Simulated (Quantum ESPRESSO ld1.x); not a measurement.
La II, configuration [Xe] 5d1.5 6d0.5 (fractional occupations, a model configuration). Calculated with ld1.x of Quantum ESPRESSO 7.5: Dirac Kohn-Sham, BLYP, spin-unpolarised, spherical densities, point nucleus; open shells fill j = l - 1/2 first. Some entries of the table are withheld. Estimate them.

orbital  occ.  eigenvalue (hartree)  r(max) (bohr)
1s1/2       2              -1423.34        0.01607
2s1/2       2              -226.672        0.09108
2p1/2       2              -213.796        0.06949
2p3/2       4              -198.607        0.07465
3s1/2       2                   (1)         0.2606
3p1/2       2              -43.2169         0.2472
3p3/2       4              -40.2574         0.2585
3d3/2       4              -30.7470         0.2082
3d5/2       6              -30.1137         0.2114
4s1/2       2              -9.99220         0.6085
4p1/2       2              -7.99564         0.6190
4p3/2       4              -7.36488         0.6431
4d3/2       4              -4.09238         0.6672
4d5/2       6              -3.98294         0.6752
5s1/2       2                   (2)          1.408
5p1/2       2              -1.10623            (3)
5p3/2       4              -1.01377            (4)
5d3/2     1.5              -0.33073          2.190
6s1/2       0              -0.32444          3.584
5d5/2       0              -0.32308          2.225
6p1/2       0              -0.22164          4.322
6p3/2       0              -0.21127          4.509
6d3/2     0.5              -0.10381          7.670
6d5/2       0              -0.10291          7.742

Answer. 
(1) 3s1/2 eigenvalue (hartree): -48.6450
(2) 5s1/2 eigenvalue (hartree): -1.64779
(3) 5p1/2 r(max) (bohr): 1.542
(4) 5p3/2 r(max) (bohr): 1.608
